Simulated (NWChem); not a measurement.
System: C₂H₃F₂NSi; SMILES [SiH](F)(F)CC#N

The following NWChem deck was run.

```
start job
memory heap 200 mb stack 900 mb global 1100 mb
geometry units angstroms
  N      2.857490    -1.001247     0.269292
  C      2.027777    -0.246765     0.048931
  C      0.977248     0.686956    -0.234809
  Si    -0.738365    -0.132934    -0.283522
  F     -1.221444    -0.401510     1.212054
  F     -1.761443     0.988806    -0.782669
  H      0.991530     1.461271     0.538972
  H      1.198572     1.167389    -1.190817
  H     -0.909308    -1.326012    -1.068628
end
basis spherical
  * library 6-31g*
end
dft
  xc b3lyp
  iterations 150
end
driver
  maxiter 120
end
task dft optimize
task dft freq
```

The level has its own optimisation; frequencies are unscaled.

**Question.** Predict the main results of this run. (B3LYP/6-31G* (spherical d).) Quantities: r C–N (Å); r C–C (Å); r C–Si (Å); r C–H (Å); highest harmonic frequency (cm⁻¹); lowest (cm⁻¹); zero-point energy (kcal/mol); dipole (D).

**Answer.** 
* **r C–N (Å)**: 1.161
* **r C–C (Å)**: 1.457
* **r C–Si (Å)**: 1.889
* **r C–H (Å)**: 1.098
* **highest harmonic frequency (cm⁻¹)**: 3101
* **lowest (cm⁻¹)**: 53
* **zero-point energy (kcal/mol)**: 32.4
* **dipole (D)**: 2.88
